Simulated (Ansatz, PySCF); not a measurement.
Reaction (SMILES): C[CH][O][GeH3] → [CH2]C[O][GeH3]
Geometries: B3LYP-D3(BJ)/def2-TZVP minima from Ansatz (a quantum-chemistry and plane-wave program), one conformer each, not searched for the lowest.

Property: isomerisation energy (0 K, with B3LYP-D3(BJ) harmonic zero-point energies from PySCF), in kcal/mol. Valence correlation only, unless marked. UHF or UKS for open shells. Spin-orbit coupling is left out. The frozen core is the preceding noble-gas configuration, with the filled d and f shells of earlier blocks. No relativistic terms. CBS marks a two-point X^-3 extrapolation of the correlation energy; Hartree-Fock from the larger set.

| level | program | isomerisation energy (kcal/mol) |
|---|---|---|
| PBE0-D4/def2-TZVP | Ansatz + dftd4 | … |
| PBE0-D4/def2-TZVPD | Ansatz + dftd4 | 9.2 |
| r2SCANh/def2-TZVPD | Ansatz | … |
| wB97X-V/def2-TZVPD | Ansatz | 9.2 |
| B2GP-PLYP-D4/def2-TZVPD | Ansatz + dftd4 | 8.6 |
| PBE-QIDH/def2-TZVPD | Ansatz | 8.6 |
| CCSD/6-31G | Ansatz | … |
| CCSD(T)/CBS(cc-pVTZ,cc-pVQZ) | Ansatz | … |

**Question.** Some entries are withheld; supply them.

**Answer.** 
- PBE0-D4/def2-TZVP, isomerisation energy (kcal/mol): 9.1
- r2SCANh/def2-TZVPD, isomerisation energy (kcal/mol): 8.5
- CCSD/6-31G, isomerisation energy (kcal/mol): 7.4
- CCSD(T)/CBS(cc-pVTZ,cc-pVQZ), isomerisation energy (kcal/mol): 8.0
